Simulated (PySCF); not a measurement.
# Telling isomers of C8H12 apart by NMR

One computed conformer, gas phase, relativity neglected, one averaged value for each set of equivalent atoms. PBE0/pcSseg-1 with gauge-including orbitals; coordinates at the GFN2-xTB level; PySCF 2.14.0 with density-fitted response routines.

References, each an isolated molecule treated in the same way: ¹H (σref 31.72) and ¹³C (σref 186.93) against TMS. Where no couplings were computed, multiplicities follow the n + 1 count of equivalent neighbours, and m marks all less simple cases (inequivalent or close neighbours, rings, F or P nearby). Shifts are as computed. Against solution values, carbons near 30 ppm lie about +3 ppm off and those near 130 ppm about +5 ppm. Of 1211 compounds with measured shifts, 218 miss one by over three times the rms of a fit or turn the order of signals round; such compounds aren't used in these exercises.

(1) Tabulate the signals of `C=CC(=C)/C=C\CC`, `C#CC1CCCCC1`, `C=CC#CC(C)(C)C` and their relative energies.

(2) What is the quickest way to tell C#CC1CCCCC1 from C=CC#CC(C)(C)C?

(3) What is the quickest way to tell C=CC(=C)/C=C\CC from C#CC1CCCCC1?

(4) What is the quickest way to tell C=CC(=C)/C=C\CC from C=CC#CC(C)(C)C?

Results:

(1) 
```json
{"SMILES": "C=CC(=C)/C=C\\CC", "carbon types": "1×C 3×CH 3×CH2 1×CH3", "δC": "154.3, 147.2, 145.4, 133.9, 124.5, 124.1, 27.5, 16.3", "δH": "6.80 (m, 1H), 6.38 (d, 1H), 5.98 (m, 1H), 5.73 (m, 1H), 5.50 (m, 1H), 5.49 (br s, 1H), 5.24 (br s, 1H), 2.06 (m, 2H), 0.96 (t, 3H)", "E rel. (kcal/mol)": "6.6"}
{"SMILES": "C#CC1CCCCC1", "carbon types": "1×C 2×CH 5×CH2", "δC": "94.0, 74.4, 37.7, 31.4, 30.1, 29.9", "δH": "2.07 (m, 2H), 2.05 (m, 1H), 1.79 (m, 2H), 1.71 (m, 1H), 1.45 (d, 1H), 1.30 (m, 2H), 1.18 (m, 2H), 1.14 (m, 1H)", "E rel. (kcal/mol)": "0.0"}
{"SMILES": "C=CC#CC(C)(C)C", "carbon types": "3×C 1×CH 1×CH2 3×CH3", "δC": "133.9, 125.7, 110.1, 86.4, 32.9, 28.6", "δH": "6.07 (m, 1H), 5.92 (m, 1H), 5.69 (m, 1H), 1.31 (s, 9H)", "E rel. (kcal/mol)": "15.5"}
```

Energies are electronic energies at PBE0/pcSseg-1 on these geometries, without zero-point or thermal terms, each for the one conformer computed, which needn't be the lowest.

(2) Both give the same number of carbon signals, but DEPT or the intensities differ. The first has an sp3 CH2 in a ring at 37.7 ppm, the second a terminal =CH2 carbon at 133.9 ppm. Their most deshielded carbons lie at 94.0 and 133.9 ppm. In the proton spectra the most deshielded non-exchanging signals are 2.07 (m, 2H) and 6.07 (m, 1H).

(3) Count the carbon signals: 8 against 6. The first has an alkene CH at 147.2 ppm, the second an alkyne carbon (C) at 94.0 ppm. Their most deshielded carbons lie at 154.3 and 94.0 ppm. In the proton spectra the most deshielded non-exchanging signals are 6.80 (m, 1H) and 2.07 (m, 2H).

(4) Count the carbon signals: 8 against 6. The first has an allylic sp3 CH2 at 27.5 ppm, the second an alkyne carbon (C) at 86.4 ppm. Their most deshielded carbons lie at 154.3 and 133.9 ppm. In the proton spectra the most deshielded non-exchanging signals are 6.80 (m, 1H) and 6.07 (m, 1H).
